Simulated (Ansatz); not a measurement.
Coupled-cluster diagnostics for TiB7⁻, Ansatz.

Geometry of the singlet (PBE-D4/def2-SVPD):

```xyz
8

Ti   -1.108   -1.742    1.268
B     0.041   -0.179    1.754
B     0.006    0.009   -0.007
B     0.850    1.047    1.216
B     0.515    0.942   -1.559
B    -0.389   -0.321   -1.745
B     1.062    1.547   -0.250
B    -0.977   -1.302   -0.678
```

Correlated methods freeze 12 core orbitals; core or outer-core shells of Ti are correlated, in sets that lack core-valence functions. Another isomer (singlet) lies 0.86 eV lower at PBE0-D4/def2-TZVPD; other spin states weren't run for this one.

**Question.** Estimate the CCSD(T) correlation energy, the shares of MP2 and (T), T1 and the reference's ⟨S²⟩ for: charge -1, singlet, own geometry in def2-SVPD; and the rough time on 4 threads of Arm Neoverse V2 on a shared host.

**Answer.** 
```tsv
state	basis	correlation (eV)	MP2 share (%)	(T) share (%)	T1	⟨S²⟩ (pure)	wall time	remarks
charge -1, singlet, own geometry	def2-SVPD	-29.037	85.7	10.1	0.119	0.00 (0.00)	3.4 min	flagged by the program, large T1, restricted SCF unstable
```
Customary marks for T1 are 0.02 (closed shells), 0.045 (open shells) and about 0.05 (3d metals). T1 exceeds 0.02 in 1 of 1 rows and 0.045 in 1; the higher it lies, the less the single-reference result can be trusted.
